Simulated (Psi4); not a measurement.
Approach curve of the dimer C4H4O ··· O2S (SMILES c1ccoc1 and O=S=O). Monomers: optimised at B3LYP-D3(BJ) (def2-TZVP), held rigid. Orientation: a random orientation, not optimised. The monomers approach along the line of their centres of mass (distance R); nothing else relaxes.

Geometry at R = 3.90 Å (first 9 atoms: monomer A):
```
12

C      0.5079    -0.8901     0.0194
C     -0.8506    -0.5179    -0.2416
C     -0.9048     0.8301    -0.1132
O      0.3224     1.3242     0.2093
C      1.1705     0.2617     0.2856
H      0.9275    -1.8816     0.0087
H     -1.6704    -1.1699    -0.4904
H     -1.6939     1.5537    -0.2121
H      2.1913     0.4898     0.5344
O      0.6800     0.5051    -3.1956
S      1.9919     1.0752    -3.0416
O      2.9722     0.8496    -4.0700
```

- B3LYP/def2-TZVP, counterpoise-corrected (Psi4)
- PBE-D3(BJ)/def2-TZVP, counterpoise-corrected (Psi4)
- SAPT0/jun-cc-pVDZ, frozen core (Psi4)

Interaction energies in kJ/mol:

| R / Å | B3LYP/def2-TZVP | PBE-D3(BJ)/def2-TZVP |
|---|---|---|
| 3.32 | 22.10 | 3.32 |
| 3.50 | 11.26 | -4.37 |
| 3.73 | 4.55 | -7.94 |
| 3.90 | 2.30 | -8.33 |
| 4.13 | 0.96 | -7.57 |
| 4.26 | 0.65 | -6.87 |
| 4.63 | 0.36 | -4.80 |
| 4.91 | 0.30 | -3.51 |
| 5.43 | 0.17 | -1.88 |
| 6.13 | 0.01 | -0.82 |
| 7.10 | -0.06 | -0.32 |
| 8.44 | -0.06 | -0.13 |

What does SAPT0/jun-cc-pVDZ give at the same points?

3.32: 7.12; 3.50: -1.23; 3.73: -5.37; 3.90: -6.11; 4.13: -5.77; 4.26: -5.30; 4.63: -3.81; 4.91: -2.87; 5.43: -1.68; 6.13: -0.88; 7.10: -0.43; 8.44: -0.21 (kJ/mol).
